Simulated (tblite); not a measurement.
Compound: C3H3ClN2OS.
Bonds: C1–S2, S2–C3, C3–N4 (aromatic), N4–C5 (aromatic), C5–Cl6, C5–N7 (aromatic), N7–O8 (aromatic), C3–O8 (aromatic). Hydrogens: H9, H10, H11 on C1.

Computed with GFN2-xTB (tblite), gas phase: Langevin dynamics at 400 K from the optimised GFN2-xTB geometry, time step 0.5 fs, friction 0.01 fs⁻¹, 2000 steps.

Start geometry:
```
atom  x, y, z in Å
C1     -2.081    0.399    0.329
S2     -1.303   -1.231    0.528
C3      0.319   -0.763    0.258
N4      0.753    0.441   -0.007
C5      2.092    0.241   -0.124
Cl6     3.157    1.484   -0.467
N7      2.464   -0.997    0.054
O8      1.303   -1.669    0.307
H9     -3.146    0.253    0.477
H10    -1.677    1.077    1.073
H11    -1.877    0.768   -0.670
```

The statistics below take the 31 frames saved every 25 fs from 250 to 1000 fs; their kinetic temperature (all 3N coordinates) averages 446 K.

Task: Give the mean, spread and extremes of the bond lengths.

Result: 
```csv
bond,start (Å),mean (Å),standard deviation (Å),shortest (Å),longest (Å)
C1–S2,1.818,1.835,0.056,1.740,1.936
S2–C3,1.710,1.723,0.037,1.637,1.797
C3–N4,1.307,1.305,0.029,1.243,1.360
N4–C5,1.359,1.377,0.033,1.323,1.453
C5–Cl6,1.672,1.674,0.033,1.618,1.740
C5–N7,1.305,1.309,0.027,1.243,1.355
N7–O8,1.365,1.371,0.040,1.291,1.469
C3–O8,1.339,1.346,0.034,1.274,1.425
C1–H9,1.085,1.093,0.040,1.014,1.192
C1–H10,1.084,1.098,0.044,1.029,1.190
C1–H11,1.085,1.091,0.034,1.018,1.178
```

Task: Give the same statistics for bond angles, one of each kind among heavy atoms.

Result: 
| angle | start (°) | mean (°) | standard deviation (°) | smallest (°) | largest (°) |
| --- | --- | --- | --- | --- | --- |
| C1–S2–C3 | 98.2 | 100.5 | 5.0 | 93.7 | 114.1 |
| S2–C3–N4 | 126.8 | 127.4 | 4.6 | 116.5 | 137.8 |
| S2–C3–O8 | 120.4 | 118.9 | 4.7 | 108.1 | 126.3 |
| N4–C3–O8 | 112.8 | 112.9 | 3.0 | 107.2 | 121.6 |
| C3–N4–C5 | 102.1 | 102.2 | 2.5 | 97.6 | 106.9 |
| N4–C5–Cl6 | 122.4 | 122.9 | 3.5 | 116.8 | 130.3 |
| N4–C5–N7 | 114.1 | 113.2 | 2.3 | 108.7 | 118.9 |
| Cl6–C5–N7 | 123.5 | 123.2 | 3.3 | 115.7 | 129.1 |
| C5–N7–O8 | 104.5 | 104.9 | 2.3 | 101.6 | 111.1 |
| C3–O8–N7 | 106.5 | 106.3 | 2.4 | 99.4 | 109.6 |

Task: How far does each atom move about its mean position (frames aligned on the start, all atoms weighted alike), and what rms force does it feel?

Result: 
```json
{"atom": "C1", "rms displacement (Å)": "0.11", "rms force (eV/Å)": "2.58"}
{"atom": "S2", "rms displacement (Å)": "0.18", "rms force (eV/Å)": "1.72"}
{"atom": "C3", "rms displacement (Å)": "0.15", "rms force (eV/Å)": "2.18"}
{"atom": "N4", "rms displacement (Å)": "0.17", "rms force (eV/Å)": "2.17"}
{"atom": "C5", "rms displacement (Å)": "0.14", "rms force (eV/Å)": "2.15"}
{"atom": "Cl6", "rms displacement (Å)": "0.30", "rms force (eV/Å)": "0.90"}
{"atom": "N7", "rms displacement (Å)": "0.13", "rms force (eV/Å)": "1.81"}
{"atom": "O8", "rms displacement (Å)": "0.12", "rms force (eV/Å)": "1.95"}
{"atom": "H9", "rms displacement (Å)": "0.48", "rms force (eV/Å)": "1.30"}
{"atom": "H10", "rms displacement (Å)": "0.52", "rms force (eV/Å)": "1.43"}
{"atom": "H11", "rms displacement (Å)": "0.50", "rms force (eV/Å)": "1.24"}
```

The displacements run from 0.11 to 0.52 Å, the largest at H10.

Task: How widely does the potential energy scatter, against a harmonic estimate?

Result: Mean 0.54 eV above the start, standard deviation 0.153 eV, range 0.32 to 0.90 eV. For 27 classical harmonic modes at 400 K the canonical values are 27kT/2 = 0.47 eV and kT·√(27/2) = 0.127 eV.

The run is classical and short, so these are rough statistics of one trajectory.

The cost below is that of the whole dynamics run. Time: 13 s wall; peak memory 0.17 GiB. Hardware: one thread, Arm Neoverse V1 (aarch64), shared host.
